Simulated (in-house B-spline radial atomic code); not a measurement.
As. Computed with a B-spline radial atomic code. Model: all-electron spherical atom, spin shells full or empty, radial basis limit, no spin-orbit coupling, Breit or QED, empty-state partial waves extrapolated as (l+1/2)^-4, RPA, G0W0 and static COHSEX of the highest shell as one setting changes (uncorrelated shells keep exact exchange).

Given: element As; charge 0; filled core Ar; hamiltonian one-electron scalar X2C; mean-field start Hartree-Fock; highest l of empty states 9; nuclear rms radius 4.0968 fm; highest mean-field shell 4p up.

Shell: 3d 5 5, 4s 1 1, 4p 3 0 (electrons up and down).

```
lowest nl shells left uncorrelated  RPA correlation energy (hartree)  G0W0 level (eV)  G0W0 minus most complete (meV)  COHSEX level (eV)  linearised minus solved G0W0 (meV)
                                 0                            -2.185          -10.369                               0            -11.606                                -0.2
                                 1                            -2.035          -10.369                             0.5            -11.606                                -0.2
                                 2                           -1.8632          -10.368                             1.1            -11.606                                -0.2
                                 3                           -1.3878          -10.363                             6.1            -11.595                                -0.2
                                 4                                 ?                ?                               ?                  ?                                   ?
                                 5                          -0.74673          -10.397                           -27.9            -11.646                                -0.2
                                 6                                 ?                ?                               ?                  ?                                   ?
                                 7                         -0.046087          -10.275                            94.7            -11.129                                -0.1
```

(1) What follows for lowest nl shells left uncorrelated = 4?

(2) What follows for lowest nl shells left uncorrelated = 6?

Answers

(1) RPA correlation energy -1.2202 hartree; G0W0 level -10.368 eV; G0W0 minus most complete 1 meV; COHSEX level -11.6 eV; linearised minus solved G0W0 -0.2 meV.

(2) RPA correlation energy -0.13038 hartree; G0W0 level -10.224 eV; G0W0 minus most complete 145.7 meV; COHSEX level -11.341 eV; linearised minus solved G0W0 -0.1 meV.
